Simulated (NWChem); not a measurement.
Species: SiHSCl, singlet; SMILES S[Si]Cl

```xyz
4

Si     0.9697     0.0396     0.0000
Cl    -0.4316     1.6010     0.0000
S     -0.4349    -1.5853     0.0000
H      0.5373    -2.5274     0.0000
```
Atoms are numbered in this order, from 1.

Low-valent species are run as closed-shell singlets; no triplet was tried in these runs. Structure relaxed at the PBE0/def2-SVP level.

### Question
Give the principal values of the shielding tensors (ppm) of Si1, Cl2, S3 from LDA (Slater exchange, VWN5)/pcSseg-1, GIAO (NWChem), with their diamagnetic and paramagnetic parts as GIAO splits them.

### Answer
```tsv
atom	σ11	σ22	σ33	isotropic	diamagnetic	paramagnetic
Si1	-541.8	136.0	212.7	-64.4	875.4	-939.8
Cl2	-148.8	592.0	868.2	437.1	1148.0	-710.8
S3	-594.6	463.5	601.3	156.7	1057.0	-900.3
```
